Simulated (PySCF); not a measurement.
A calculated (UHF, PySCF 2.14, x2c-QZVPPall with one added diffuse shell each of s, p, d, f, g type, the spin-free X2C one-electron Hamiltonian (Gaussian nucleus)) atom or ion has these occupied shells.

```csv
shell,electrons,orbital energy (eV),"rms radius, mean of both spins (bohr)"
1s β,1,-6083.7,0.0734
1s α,1,-6083.7,0.0734
2s α,1,-766.63,0.316
2s β,1,-764.41,0.316
2p α,3,-647.86,0.287
2p β,3,-645.62,0.287
3s α,1,-135.06,0.952
3s β,1,-128.19,0.952
3p α,3,-100.23,1.02
3p β,3,-91.879,1.02
3d α,3,-50.320,1.20
```

(1) Name the element and its charge.

Results:

(1) Cr³⁺ (chromium, charge +3), in [Ar] 3d3, high-spin 4F determinant.
